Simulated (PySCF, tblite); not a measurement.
C₇H₁₃OP.
InChI=1S/C7H13OP/c1-6-9(5,8)7(2,3)4/h1H,2-5H3/t9-/m1/s1

The calculation used PBE0/pcSseg-1 in PySCF (dipole) on a GFN2-xTB geometry, gas phase.

Take the most abundant isotopes and a rigid rotor. 

What are A, B and C (GHz)?

Ia = 295.88, Ib = 409.63, Ic = 470.64 u·Å²; 505379 MHz·u·Å²/I gives 1708, 1234 and 1074 MHz, that is A = 1.7081, B = 1.2337, C = 1.0738 GHz.

What kind of rotor is it?

An asymmetric top. Ray's parameter κ = (2B − A − C)/(A − C) = -0.496; −1 is the prolate and +1 the oblate limit.

What does the inertial defect say?

Not planar: Δ = Ic − Ia − Ib = -234.87 u·Å². For a rigid frame Δ = −2 Σ m c², so Σ m c² = 117.43 u·Å² lies off the ab plane: 26.36 from hydrogen and 91.07 from heavier atoms. The atom farthest from that plane is 2.28 Å away.

Give the other two planar moments, Paa and Pbb, and the rms extents of the mass along the axes.

Paa = Σ m a² = (Ib + Ic − Ia)/2 = 292.20 and Pbb = Σ m b² = (Ia + Ic − Ib)/2 = 178.44 u·Å². With the mass M = 144.07 u, the rms extents √(P/M) along a, b and c are 1.42, 1.11, 0.90 Å.

Which lines would a microwave search look for?

The dipole components are |μa| = 0.52 D, |μb| = 2.18 D, |μc| = 3.31 D. The squared components, which scale the intensities, stand as 0.02 : 0.43 : 1.00 (a : b : c). Some lines, for components of 0.1 D or more:

| type | branch | J(Ka,Kc) | MHz | lower level (cm⁻¹) |
| --- | --- | --- | --- | --- |
| c | Q | 2(1,2) ← 2(0,2) | 348 | 0.230 |
| c | Q | 1(1,1) ← 1(0,1) | 474 | 0.077 |
| a | Q | 2(1,1) ← 2(1,2) | 480 | 0.241 |
| b | Q | 1(1,0) ← 1(0,1) | 634 | 0.077 |
| b | Q | 2(1,1) ← 2(0,2) | 828 | 0.230 |
| c | Q | 2(2,1) ← 2(1,1) | 1423 | 0.257 |
| b | Q | 2(2,0) ← 2(1,1) | 1457 | 0.257 |
| b | Q | 2(2,1) ← 2(1,2) | 1903 | 0.241 |
| a | R | 1(0,1) ← 0(0,0) | 2308 | 0.000 |
| b | R | 1(1,1) ← 0(0,0) | 2782 | 0.000 |
| c | R | 1(1,0) ← 0(0,0) | 2942 | 0.000 |
| b | R | 2(0,2) ← 1(1,1) | 4107 | 0.093 |
| a | R | 2(1,2) ← 1(1,1) | 4455 | 0.093 |
| a | R | 2(0,2) ← 1(0,1) | 4581 | 0.077 |
| a | R | 2(1,1) ← 1(1,0) | 4775 | 0.098 |
| b | R | 2(1,2) ← 1(0,1) | 4930 | 0.077 |
| c | R | 2(1,1) ← 1(0,1) | 5409 | 0.077 |
| b | R | 2(2,1) ← 1(1,0) | 6198 | 0.098 |
| c | R | 2(2,0) ← 1(1,0) | 6232 | 0.098 |
| c | R | 2(2,1) ← 1(1,1) | 6358 | 0.093 |
| b | R | 2(2,0) ← 1(1,1) | 6392 | 0.093 |

Estimate the classical rotational partition function at 10 K, 25 K and 100 K.

Point group C1, symmetry number σ = 1; q = (√π/σ)·√((kT/h)³/(ABC)), k/h = 20836.6 MHz/K: 3540 at 10 K, 14000 at 25 K, 112000 at 100 K.

Its GFN2-xTB frequencies are all real (lowest 46 cm⁻¹). These are rigid-rotor constants of the computed structure; measured ground-state constants (B0) also hold zero-point vibration. A rigid rotor knows nothing of internal rotation, which can split or shift real lines.

Rough CPU time on one thread of a shared machine: about 2.2 min. This is the PBE0/pcSseg-1 job that gave the dipole, with the shieldings it also computed.

Shape of the structure used: `[CH:1]#[C:2][P@@:3]([CH3:4])(=[O:5])[C:6]([CH3:7])([CH3:8])[CH3:9]`: C2–P3–C6–C7 55°.
